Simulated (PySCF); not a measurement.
Computed properties of Si(Cl)2(Br)(vinyl) (C2H3BrCl2Si), SMILES C=C[Si](Cl)(Cl)Br

Si(Cl)2(Br)(vinyl) (C2H3BrCl2Si), SMILES [Si](C=C)(Cl)(Cl)Br. Geometry: B3LYP-D3(BJ)/def2-SVP. One conformer was computed; it need not be the lowest. All values are computed for the isolated molecule unless a solvent is named; none is compared with measurement here.

**Structure.** The optimised structure has Cs symmetry. All 21 harmonic modes at B3LYP-D3(BJ)/def2-SVP (PySCF) are real, so it is a minimum. With heavy atoms numbered as in [CH2:1]=[CH:2][Si:3]([Cl:4])([Cl:5])[Br:6], the shortest bond between them is C1–C2 at 1.338 Å and the longest Si3–Br6 at 2.226 Å.

**Vibrations.** The strongest infrared lines (harmonic, unscaled, degenerate partners summed) lie at 620 cm⁻¹ (206 km/mol, Si 56 %, Cl 19 %, H 14 %, C 11 %), 568 cm⁻¹ (173 km/mol, Si 67 %, Cl 22 %), 725 cm⁻¹ (99 km/mol, Si 43 %, C 39 %, H 16 %). The softest mode is at 69 cm⁻¹ and the zero-point energy is 29.9 kcal/mol.

**Electronic structure.** CAM-B3LYP/def2-TZVP (PySCF) places the frontier levels at -9.89 and -0.14 eV, a gap of 9.75 eV, and gives a dipole moment of 2.24 D and a mean polarisability of 88.4 bohr³.

**Excitations.** TDDFT-B3LYP/def2-SVPD (PySCF) has S1 at 6.12 eV (203 nm, f = 0.011, weak); the most intense of the 10 singlets computed lies at 6.66 eV (f = 0.20). T1 (TDA) is at 4.20 eV. No vertical singlet excitation falls in the visible range (under 3.1 eV).

**NMR.** GIAO shifts at PBE0/pcSseg-1 (PySCF) (non-relativistic, atoms alike by connectivity averaged): ¹³C from 142.9 to 150.8 ppm against TMS; ¹H from 6.5 to 6.9 ppm against TMS; ²⁹Si at 39.4 ppm against TMS. Without spin–orbit terms, shifts of atoms bonded to Cl or Br come out too high.
